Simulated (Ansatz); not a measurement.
Isolated molecules relaxed with PBE0-D4/def2-TZVP in Ansatz; ΔE leaves out vibrations. CCSD(T)/CBS is the MP2 limit (def2-TZVPP, def2-QZVPP) plus CCSD(T) − MP2 in def2-TZVPP, frozen cores. Functionals use def2-TZVPP. B3LYP here is the variant with VWN-RPA as its local correlation; programs differ in this. Each species was taken in one conformer, which may not be the lowest.

Reaction (isomerisation): `C[SiH2]N[SiH2]Cl` → `NC([SiH3])[SiH2]Cl`

```
             level  ΔE (eV)  difference from CCSD(T)/CBS
            PBE-D4     2.06                        -0.21
           PBE0-D4     2.15                        -0.12
          B3LYP-D4     2.23                        -0.04
           ωB97X-V     2.20                        -0.07
            B2PLYP     2.30                         0.03
            r2SCAN     2.26                        -0.01
              PBE0     2.17                        -0.10
             B3LYP     2.28                         0.01
     HF/def2-TZVPP     2.46                         0.19
SCS-MP2/def2-TZVPP     2.31                         0.04
   CCSD/def2-TZVPP     2.28                         0.01
     HF/def2-QZVPP     2.48                         0.21
SCS-MP2/def2-QZVPP     2.33                         0.06
      HF/CBS(def2)     2.48                         0.21
     MP2/CBS(def2)     2.34                         0.07
    CCSD/CBS(def2)     2.31                         0.04
       CCSD(T)/CBS     2.27                            0
```

Largest T1 diagnostic among the species: 0.011.

In def2-TZVPP, CCSD(T) changes the Hartree–Fock value by −0.22 eV (the triples alone add −0.04 eV) and MP2 by −0.14 eV. From PBE to PBE0 (25 % exact exchange), in def2-TZVPP and without D4, ΔE moves by +0.09 eV. The D4 term adds −0.05 eV with B3LYP and −0.02 eV with PBE0; it sums over pairs of atoms, weighted by their polarisabilities, and B3LYP, whose exchange is more repulsive, gets the larger term.
